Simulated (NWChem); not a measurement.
# bromine (Br2); SMILES BrBr

```xyz
2

Br     0.0000     0.0000     1.1492
Br     0.0000     0.0000    -1.1492
```
Atoms are numbered in this order, from 1.

Computed with NWChem. Geometry: optimised at PBE0/def2-SVP. B3LYP is NWChem's, with the RPA form of VWN correlation. GIAO values for the isolated, static molecule; σ is the absolute isotropic shielding. Spin-orbit effects, on the heavy nuclei and on their neighbours, are missing.

Q: Order these by “σ Br1 (ppm)”, lowest first: B3LYP/pcSseg-1; B3LYP/pcSseg-2; B3LYP/pcSseg-0.

A: B3LYP/pcSseg-0 (1598.3), B3LYP/pcSseg-1 (1681.3), B3LYP/pcSseg-2 (1747.6)
